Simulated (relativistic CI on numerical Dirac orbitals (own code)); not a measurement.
## Level scheme of Tc XV

Computed by Dirac-Coulomb-Breit CI, orbitals from a KLI potential per configuration, QED by a radiative potential, unscaled Slater integrals (own radial code, finite nucleus).

Configuration list (outside the closed core [Ar]): 3d10.4s, 3d10.4p, 3d10.4d, 3d10.4f, 3d10.5s, 3d10.5p, 3d10.5d, 3d10.5f, 3d10.5g, 3d10.6s, 3d9.4s2, 3d10.6p, 3d10.6d, 3d10.6f, 3d10.7s, 3d9.4s.4p, 3d10.8s, 3d9.4s.4d, 3d9.4s.4f, 3d9.4s.5s, 3d9.4s.5p, 3d9.4s.5d, 3d9.4s.5f, 3d9.4s.5g. Double excitations out of closed p, d and f shells are left out; levels of such configurations are missing from the list, as are those of other unlisted configurations, and high levels can miss mixing partners.

The lowest level is 3d10.4s 2S_1/2, with 100 % of that term; Hund's rules for 3d10.4s give 2S with J = 1/2, in agreement.

```tsv
No.	Configuration	Term	J	E (eV)	%	Landé g	Lifetime (s)
1	3d10.4s	2S	1/2	0.000	100	2.001	
2	3d10.4p	2P°	1/2	30.993	100	0.665	1.12e-10
3	3d10.4p	2P°	3/2	35.522	100	1.333	7.33e-11
4	3d10.4d	2D	3/2	86.207	100	0.799	1.51e-11
5	3d10.4d	2D	5/2	86.975	100	1.200	1.75e-11
6	3d10.4f	2F°	5/2	137.615	100	0.856	1.54e-11
7	3d10.4f	2F°	7/2	137.630	100	1.143	1.60e-11
8	3d10.5s	2S	1/2	149.086	100	2.002	5.08e-12
9	3d10.5p	2P°	1/2	162.755	100	0.665	8.28e-12
10	3d10.5p	2P°	3/2	164.669	100	1.334	9.39e-12
11	3d10.5d	2D	3/2	186.966	100	0.799	1.87e-11
12	3d10.5d	2D	5/2	187.311	100	1.200	1.81e-11
13	3d10.5f	2F°	5/2	209.399	100	0.856	1.70e-11
14	3d10.5f	2F°	7/2	209.416	100	1.143	1.68e-11
15	3d10.5g	2G	7/2	214.542	100	0.888	4.16e-12
16	3d10.5g	2G	9/2	214.554	100	1.111	4.16e-12
17	3d10.6s	2S	1/2	216.791	100	2.002	5.99e-12
18	3d10.6p	2P°	1/2	223.982	100	0.666	9.28e-12
19	3d10.6p	2P°	3/2	224.983	100	1.334	1.04e-11
20	3d9.4s2	2D	5/2	229.867	100	1.198	3.46e-08
21	3d9.4s2	2D	3/2	233.642	100	0.797	3.55e-08
22	3d10.6d	2D	3/2	236.826	100	0.799	1.88e-11
23	3d10.6d	2D	5/2	237.014	100	1.200	1.79e-11
24	3d10.6f	2F°	5/2	248.809	100	0.857	1.52e-11
25	3d10.6f	2F°	7/2	248.824	100	1.143	1.51e-11
26	3d10.7s	2S	1/2	253.464	100	2.002	9.51e-12
27	3d9.4s.4p	4P°	5/2	254.477	75	1.509	2.18e-08
28	3d9.4s.4p	2F°	5/2	256.015	45	1.020	7.99e-09
29	3d9.4s.4p	4F°	7/2	256.303	64	1.253	3.48e-09
30	3d9.4s.4p	4P°	3/2	256.723	45	1.342	6.62e-11
31	3d9.4s.4p	4F°	3/2	258.586	83	0.591	1.34e-10
32	3d9.4s.4p	4F°	9/2	258.993	100	1.332	5.45e-03
33	3d9.4s.4p	4P°	1/2	259.879	67	1.849	5.24e-11
34	3d9.4s.4p	2D°	3/2	260.047	52	1.166	1.98e-11
35	3d9.4s.4p	2F°	5/2	260.091	49	1.025	4.24e-09
36	3d9.4s.4p	4D°	7/2	260.962	74	1.358	4.44e-08
37	3d9.4s.4p	2D°	5/2	261.233	51	1.247	5.83e-09
38	3d9.4s.4p	2P°	3/2	261.537	58	1.197	4.42e-12
39	3d9.4s.4p	2P°	1/2	261.846	79	0.528	2.85e-12
40	3d9.4s.4p	4D°	1/2	262.962	54	0.966	3.22e-11
41	3d9.4s.4p	2F°	7/2	263.939	64	1.190	1.42e-08
42	3d9.4s.4p	4D°	3/2	264.215	51	1.162	4.17e-11
43	3d9.4s.4p	2D°	5/2	264.836	45	1.242	9.03e-09
44	3d9.4s.4p	2P°	3/2	270.174	94	1.307	3.66e-12
45	3d9.4s.4p	2F°	7/2	270.305	98	1.146	2.52e-11
```

Energies count from the lowest computed level; ° marks odd parity; lifetimes are radiative, by E1, M1, E2, M2, E3 decay to levels of this space only.

The mean weight of the leading LS term, summed over parents, in these 45 levels is 85 %, and that of the leading jj configuration (from the same eigenvectors) 89 %.

At this charge energies of transitions that change n are usually good to better than 1 %, and those within a shell (Δn = 0) to a few per cent.

LS names give the leading component of a level, which can be under half, so a name can repeat, a term be missing and a line seem to break the LS rules.
